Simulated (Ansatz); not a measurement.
`CB[SiH2][AlH2]` + H₂S → `CB[SiH2]S` + `[AlH3]`  (cleavage of the Si–Al bond)

Program: Ansatz. Geometries: PBE0-D4/def2-TZVP. ΔE: electronic, gas phase. CBS: MP2 limit from def2 TZ/QZ plus the TZ coupled-cluster correction, frozen cores. This one scheme is used for every species. Functionals use def2-TZVPP. Each species was taken in one conformer, which may not be the lowest.

```
          level  ΔE (kJ/mol)
        r2SCANh        -33.8
CCSD/def2-TZVPP        -37.2
```

Problem. What does CCSD(T)/CBS give? (Best estimate.)

Solution. The calculation gave: -38.7 kJ/mol. The listed levels differ from it by 4.9, 1.5 kJ/mol.

Largest T1 diagnostic among the species: 0.014.

At CCSD(T), def2-SVP lies +8.7 kJ/mol from the extrapolated value and def2-TZVPP +3.6 kJ/mol. In def2-TZVPP, CCSD(T) changes the Hartree–Fock value by +19.3 kJ/mol (the triples alone add +2.1 kJ/mol) and MP2 by +8.7 kJ/mol.
